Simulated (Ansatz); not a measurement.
BH3O2SSi, relaxed with RKS PBE-D4/def2-SVP in Ansatz 0.2.0 from a rough embedded geometry. The force threshold is 0.03 eV/Å; the program also tests the step.

The species carries charge 0 and has multiplicity 1.

Start:

```xyz
8

S     1.765    1.347   -1.443
B     0.752    0.700   -0.072
O     0.734   -0.656    0.581
Si   -0.855   -0.643    0.900
O    -0.696    0.893    0.288
H     1.116    0.529   -2.434
H    -1.251   -0.674    2.288
H    -1.566   -1.495   -0.108
```

```tsv
step	energy (eV)	largest force (eV/Å)	largest move (Å)
1	-23511.4331	5.821	0.000
2	-23512.4431	2.606	0.191
3	-23512.6533	1.280	0.142
4	-23512.7770	0.403	0.140
5	-23512.8129	0.181	0.175
6	-23512.8548	0.745	0.195
7	-23512.9663	0.487	0.200
8	-23513.0707	0.341	0.200
9	-23513.1401	0.675	0.200
10	-23513.1452	0.674	0.200
11	-23513.1727	0.056	0.051
12	-23513.1728	0.016	0.002
```

End:

```xyz
8

S     1.314    1.563   -1.543
B     0.318    0.534   -0.436
O     0.565   -0.805   -0.070
Si   -0.874   -0.634    0.863
O    -0.858    0.959    0.211
H     2.219    0.573   -1.774
H    -0.669   -0.705    2.343
H    -2.016   -1.484    0.405
```

It took 24 s on 2 threads of an Arm Neoverse V1 on a shared host, with 0.15 GiB of host memory at the peak.
